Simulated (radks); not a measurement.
Values are calculated unless marked as measured or tabulated.
Problem. Radial electron density D(r) = 4 pi r^2 rho(r) of an atom or ion with 50 electrons. Code: a radial shooting solver on a logarithmic mesh with Libxc functionals. Model: scalar-relativistic Kohn-Sham, r2SCAN, spin-polarised, spherical densities, finite nucleus; meta-GGA in the generalised Kohn-Sham scheme; Fermi nuclear charge, rms radius of each element as measured or else 0.836 A^(1/3) + 0.57 fm.

| r (bohr) | D(r) (e/bohr) | spin D(r) |
|---|---|---|
| 0.001092 | 2.272 | 0.0000114 |
| 0.001251 | 2.870 | 0.0000146 |
| 0.001444 | 3.668 | 0.0000190 |
| 0.001655 | 4.609 | 0.0000244 |
| 0.001911 | 5.850 | 0.0000319 |
| 0.002207 | 7.393 | 0.0000419 |
| 0.002528 | 9.181 | 0.0000545 |
| 0.00292 | 11.49 | 0.0000725 |
| 0.003345 | 14.11 | 0.0000959 |
| 0.003864 | 17.41 | 0.000130 |
| 0.004462 | 21.31 | 0.000180 |
| 0.005112 | 25.56 | 0.000248 |
| 0.005904 | 30.65 | 0.000353 |
| 0.006764 | 35.96 | 0.000502 |
| 0.007812 | 41.99 | 0.000739 |
| 0.009021 | 48.21 | 0.00110 |
| 0.01034 | 53.98 | 0.00162 |
| 0.01194 | 59.58 | 0.00246 |
| 0.01368 | 64.00 | 0.00363 |
| 0.01579 | 67.30 | 0.00547 |
| 0.01824 | 68.83 | 0.00817 |
| 0.0209 | 68.55 | 0.0118 |
| 0.02413 | 66.65 | 0.0170 |
| 0.02765 | 63.96 | 0.0234 |
| 0.03193 | 61.21 | 0.0319 |
| 0.03688 | 59.93 | 0.0417 |
| 0.04225 | 61.19 | 0.0513 |
| 0.04879 | 65.70 | 0.0601 |
| 0.0559 | 72.53 | 0.0647 |
| 0.06456 | 80.73 | 0.0627 |
| 0.07456 | 87.17 | 0.0518 |
| 0.08542 | 89.15 | 0.0336 |
| 0.09865 | 85.65 | 0.0110 |
| 0.1139 | 77.57 | -0.00538 |
| 0.1305 | 69.07 | -0.00427 |
| 0.1507 | 63.51 | 0.0220 |
| 0.1727 | 63.97 | 0.0670 |
| 0.1995 | 69.31 | 0.115 |
| 0.2304 | 74.40 | 0.134 |
| 0.2639 | 73.43 | 0.106 |
| 0.3048 | 63.73 | 0.0441 |
| 0.3492 | 48.98 | -0.000838 |
| 0.4033 | 33.90 | 0.0225 |
| 0.4657 | 25.27 | 0.133 |
| 0.5336 | 24.19 | 0.261 |
| 0.6162 | 26.97 | 0.315 |
| 0.706 | 28.46 | 0.230 |
| 0.8153 | 26.03 | 0.0571 |
| 0.9416 | 20.20 | -0.0427 |
| 1.079 | 13.94 | 0.0636 |
| 1.246 | 8.670 | 0.414 |
| 1.427 | 5.653 | 0.857 |
| 1.648 | 4.072 | 1.24 |
| 1.904 | 3.234 | 1.36 |
| 2.181 | 2.525 | 1.19 |
| 2.519 | 1.702 | 0.829 |
| 2.886 | 0.9819 | 0.472 |
| 3.333 | 0.4381 | 0.202 |
| 3.849 | 0.1504 | 0.0651 |
| 4.41 | 0.04198 | 0.0167 |
| 5.093 | 0.007962 | 0.00279 |
| 5.835 | 0.001195 | 0.000357 |
| 6.739 | 0.0001087 | 0.0000255 |

What is the nuclear charge?

Solution. Z = 53. The innermost maximum, from 1s, lies near gamma/Z bohr with gamma = sqrt(1 - (Z/c)^2) = 0.922, here 0.0174 bohr (found: 0.0191), and its height grows with Z. The density is that of the iodine ion I3+ in [Kr] 4d10 5p4; the configuration itself is not fixed sharply by these data, and Z only to a few units. D(r) has 4 maxima, at r = 0.0191, 0.0841, 0.244, 0.700 bohr, and minima at 0.0372, 0.159, 0.509 bohr, inside which lie 1.99, 11.17, 28.91 electrons.
